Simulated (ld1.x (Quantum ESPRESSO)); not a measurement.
# Reading a pseudo-wave (cobalt)

Columns: radius, all-electron u(r) and pseudo u(r) of the 3d shell (level -4.50 eV) of cobalt in the configuration [Ne] 3s2 3p6 3d8 4s1 4p0; LDA (PZ), scalar-relativistic, RRKJ scheme, ld1.x (Quantum ESPRESSO) 7.5.

```json
{"r (bohr)": "0.088", "all-electron": "0.0578", "pseudo": "0.0042"}
{"r (bohr)": "0.175", "all-electron": "0.2416", "pseudo": "0.0316"}
{"r (bohr)": "0.262", "all-electron": "0.4603", "pseudo": "0.0992"}
{"r (bohr)": "0.350", "all-electron": "0.6502", "pseudo": "0.2148"}
{"r (bohr)": "0.438", "all-electron": "0.7852", "pseudo": "0.3716"}
{"r (bohr)": "0.525", "all-electron": "0.8655", "pseudo": "0.5501"}
{"r (bohr)": "0.612", "all-electron": "0.9026", "pseudo": "0.7281"}
{"r (bohr)": "0.700", "all-electron": "0.9081", "pseudo": "0.8828"}
{"r (bohr)": "0.788", "all-electron": "0.8920", "pseudo": "0.9915"}
{"r (bohr)": "0.875", "all-electron": "0.8629", "pseudo": "1.0432"}
{"r (bohr)": "0.962", "all-electron": "0.8263", "pseudo": "1.0392"}
{"r (bohr)": "1.050", "all-electron": "0.7853", "pseudo": "0.9889"}
{"r (bohr)": "1.138", "all-electron": "0.7429", "pseudo": "0.9084"}
{"r (bohr)": "1.225", "all-electron": "0.7012", "pseudo": "0.8172"}
{"r (bohr)": "1.312", "all-electron": "0.6605", "pseudo": "0.7296"}
{"r (bohr)": "1.400", "all-electron": "0.6211", "pseudo": "0.6543"}
{"r (bohr)": "1.487", "all-electron": "0.5840", "pseudo": "0.5961"}
{"r (bohr)": "1.575", "all-electron": "0.5486", "pseudo": "0.5512"}
{"r (bohr)": "1.662", "all-electron": "0.5157", "pseudo": "0.5159"}
{"r (bohr)": "1.750", "all-electron": "0.4845", "pseudo": "0.4845"}
{"r (bohr)": "1.838", "all-electron": "0.4553", "pseudo": "0.4553"}
{"r (bohr)": "1.925", "all-electron": "0.4283", "pseudo": "0.4283"}
{"r (bohr)": "2.012", "all-electron": "0.4032", "pseudo": "0.4032"}
{"r (bohr)": "2.100", "all-electron": "0.3793", "pseudo": "0.3793"}
{"r (bohr)": "2.188", "all-electron": "0.3571", "pseudo": "0.3571"}
{"r (bohr)": "2.275", "all-electron": "0.3365", "pseudo": "0.3365"}
```

Q: How many radial nodes do the two functions have?

A: The all-electron 3d function has n − l − 1 = 0; the pseudo-wave has 0.

Q: At about which radius was the pseudo-wave matched?

A: 1.75 bohr. The columns agree to 0.0005 from 1.66 bohr on; several derivatives are matched, so the curves merge somewhat inside the radius.

Q: Is the pseudo-wave norm-conserving?

A: Yes: the RRKJ scheme keeps the norm inside the radius equal to the all-electron one, which fixes the energy derivative of the logarithmic derivative at the level.
